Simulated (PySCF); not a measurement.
# How methods differ on the ionisation energy of Br⁺

Br⁺ [Ar] 3d10 4s2 4p4 [4p1/2^2 4p3/2^2, M_J = 2] → Br²⁺ [Ar] 3d10 4s2 4p3 [4p1/2^2 4p3/2^1, M_J = 3/2], as a difference of total energies. Computed with PySCF 2.14 in x2c-QZVPPall-2c, with the two-component X2C-1e Hamiltonian. Correlated levels: [Ne] frozen; the 8 highest virtual spinors dropped. "Screened" scales the spin-orbit matrix elements by Boettger's factors to mimic the two-electron term; Breit and QED terms are absent.

```tsv
method	ionisation energy (eV)	error (eV)
GHF (spin-free)	20.100	-1.491
GMP2 (spin-free)	21.179	-0.412
GHF (screened spin-orbit)	20.285	-1.306
GMP2 (screened spin-orbit)	21.358	-0.233
```

Reference: 21.591 eV (measured; NIST Atomic Spectra Database, ionization energies).

The spin-free rows relax to the high-spin LS determinant and lack the spin-orbit shift.

Errors of the correlated levels include the incompleteness of this basis and the frozen core.

The labels give the starting determinants; with spin-orbit coupling the two ends relaxed to ⟨J²⟩ = 6.02, ⟨L²⟩ = 2.11, ⟨S²⟩ = 1.96 and ⟨J²⟩ = 3.75, ⟨L²⟩ = 0.02, ⟨S²⟩ = 3.72.
